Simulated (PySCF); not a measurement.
A GIAO shielding run with PySCF 2.14 (density fitting, non-relativistic, gas phase) on SMILES C=C(C)[Si@@H]1C[SiH2]C1=O, C5H10OSi2:

```
$ OMP_NUM_THREADS=1 python probes_run.py task.json out

{"job": {"kind": "nmr", "xc": "PBE0", "basis": "pcSseg-1"}, "charge": 0, "multiplicity": 1}
C     -1.387659     1.199109     1.231837
C     -1.352703     0.147464     0.423342
C     -2.528775    -0.223911    -0.428552
Si     0.174462    -0.940441     0.217164
C      1.820400    -0.223253     0.898994
Si     2.536020     0.349758    -0.785675
C      0.995188    -0.598831    -1.531747
O      0.679360    -0.895671    -2.656573
H     -2.262037     1.827512     1.316847
H     -0.548582     1.476738     1.846834
H     -2.227981    -0.279136    -1.473759
H     -3.335258     0.499992    -0.329691
H     -2.903318    -1.206498    -0.144547
H     -0.130575    -2.336388     0.547892
H      1.708189     0.566684     1.636339
H      2.431300    -0.985417     1.378134
H      3.853084    -0.164744    -1.151162
H      2.470127     1.793350    -1.007332
```

Hardware: 1 thread of an Intel Xeon, shared host. The job also computes population analyses, field gradients, ring-centre shieldings.

Task: How large is the calculation?

Result: 76 electrons, 200 basis functions and 1082 auxiliary functions.

Task: How long does it take, and how much memory does it need?

Result: 2.2 min of wall time, with 14 SCF cycles and 6 response iterations; peak memory 0.91 GiB. Times on a shared host scatter by some tens of per cent.
